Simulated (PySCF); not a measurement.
## Bond curve of KHg

Set-up: basis K def2-SVP, Hg def2-SVP with ECP60; scalar-relativistic core potentials; PySCF 2.14. Energies in eV from K + Hg in their ground configurations at the same level. All curves are PBE0. state 1: ²Σ⁺ (doublet), unpaired electrons σ ↑; state 2: doublet, unpaired electrons π ↑, a second solution, started from another occupation; state 3: ⁴Π (quartet), unpaired electrons σ ↑↑, π ↑, a second solution, started from another occupation.

```csv
R (Å),state 1,state 2,state 3
3.532,-0.0180,1.1608,5.0452
3.696,-0.0407,1.2105,5.0351
3.861,-0.0518,1.2626,5.0423
3.984,-0.0553,1.3007,5.0553
4.107,-0.0560,1.3368,5.0727
4.230,-0.0548,1.3703,5.0928
4.394,-0.0514,1.4104,5.1218
4.600,-0.0457,1.4530,5.1586
4.846,-0.0381,1.4936,5.2000
5.175,-0.0286,1.5325,5.2469
```

Q: Put a parabola through the three lowest points of the state 1 curve and estimate Re, k and ωe (reduced mass 32.66 u; 1 eV/Å² = 0.16022 mdyn/Å; ωe = 1302.8·√(k/μ) cm⁻¹).

A: Through R = 3.984, 4.107, 4.23 Å the second-order coefficient is 0.0628 eV/Å², so Re ≈ 4.091 Å, k ≈ 0.0201 mdyn/Å and ωe ≈ 32 cm⁻¹. A polynomial fit of higher order to the unrounded PBE0 energies gives Re = 4.084 Å, k = 0.0210 mdyn/Å, ωe = 33.1 cm⁻¹; anharmonicity and rounding make the difference.

The higher-order fit for each curve: state 1: Re = 4.084 Å, ωe = 33.1 cm⁻¹, De = 0.056 eV; state 3: Re = 3.699 Å, ωe = 72.3 cm⁻¹, minimum 5.04 eV above the ground-state fragments. State 2 gave no clean fit.

The bond is weak. Basis-set superposition, not corrected here, can be much of De in a small basis, most of all at correlated wavefunction levels. Functionals without a dispersion term scatter widely for such bonds, and LDA overbinds them. Spin–orbit coupling is left out. Counting both spins, an empty level lies below a filled one in some of these solutions, because spin and occupation are held. The state is the lowest determinant that a PBE0 search found; another state may lie lower at other levels.
